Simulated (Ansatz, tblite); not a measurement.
Forces on Mg₂Cl₂⁺ at its PBE0-D4/def2-TZVP geometry. Total charge 1; doublet.

The xTB rows come from tblite. Another isomer (doublet) lies 0.17 eV lower at PBE0-D4/def2-TZVP; other spin states weren't run for this one.

GFN1-xTB (tblite), largest force 0.43 eV/Å:

```xyz
4
positions Å, forces eV/Å
Mg   -0.344   -0.086   -1.126   -0.128   -0.105   -0.227
Mg    1.042    0.372    3.120    0.016    0.151   -0.338
Cl   -1.391   -1.042   -2.719    0.224    0.222    0.294
Cl    0.693    0.757    0.725   -0.111   -0.268    0.271
```

GFN2-xTB (tblite), largest force 0.86 eV/Å:

```
Mg -0.198 -0.177 -0.309
Mg -0.059 0.223 -0.826
Cl 0.260 0.259 0.338
Cl -0.003 -0.305 0.797
```

PBE-D4/def2-TZVP (Ansatz), largest force 0.19 eV/Å:

```
Mg 0.026 0.028 0.027
Mg 0.004 -0.010 0.042
Cl -0.094 -0.086 -0.143
Cl 0.065 0.068 0.074
```
